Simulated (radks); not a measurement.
Ionisation of the caesium ion Cs2+, [Kr] 4d10 5s2 5p5, to [Kr] 4d10 5s2 5p4 as the strength of local exchange is varied. All-electron calculation, scalar-relativistic Kohn-Sham, Slater X-alpha exchange (alpha = 2/3 is LDA exchange), no correlation, spin-unpolarised, spherical densities, point nucleus. Program: a radial shooting solver on a logarithmic mesh with Libxc functionals.

[
 {"alpha": "0.563", "E(Cs2+) (hartree)": "-7746.5651", "exchange (hartree)": "-151.5693", "IE (eV)": "31.286", "-e of the level emptied (eV)": "26.029 (5p)", "<r> of it (bohr)": "2.029"},
 {"alpha": "0.581", "E(Cs2+) (hartree)": "-7751.4259", "exchange (hartree)": "-156.5064", "IE (eV)": "31.558", "-e of the level emptied (eV)": "26.289 (5p)", "<r> of it (bohr)": "2.023"},
 {"alpha": "0.667", "E(Cs2+) (hartree)": "-7774.6889", "exchange (hartree)": "-180.1723", "IE (eV)": "32.872", "-e of the level emptied (eV)": "27.547 (5p)", "<r> of it (bohr)": "1.996"},
 {"alpha": "0.77", "E(Cs2+) (hartree)": "-7802.6356", "exchange (hartree)": "-208.6857", "IE (eV)": "34.479", "-e of the level emptied (eV)": "29.090 (5p)", "<r> of it (bohr)": "1.964"},
 {"alpha": "0.801", "E(Cs2+) (hartree)": "-7811.0649", "exchange (hartree)": "-217.3035", "IE (eV)": "34.970", "-e of the level emptied (eV)": "29.562 (5p)", "<r> of it (bohr)": "1.955"},
 {"alpha": "0.834", "E(Cs2+) (hartree)": "-7820.0473", "exchange (hartree)": "-226.4956", "IE (eV)": "35.497", "-e of the level emptied (eV)": "30.069 (5p)", "<r> of it (bohr)": "1.945"},
 {"alpha": "0.985", "E(Cs2+) (hartree)": "-7861.2698", "exchange (hartree)": "-268.7979", "IE (eV)": "37.955", "-e of the level emptied (eV)": "32.439 (5p)", "<r> of it (bohr)": "1.902"}
]

NIST Atomic Spectra Database: 33.195 eV (semi-empirical). The Delta-SCF value meets it near alpha = 0.69. Spin polarisation and multiplet splitting are left out, so open shells lie too high by an amount that depends on their filling. Spin-orbit splitting is averaged out at the scalar-relativistic level.

Beside tabulated values, note that spin-unpolarised runs miss the spin-polarisation part of the exchange energy of open shells.
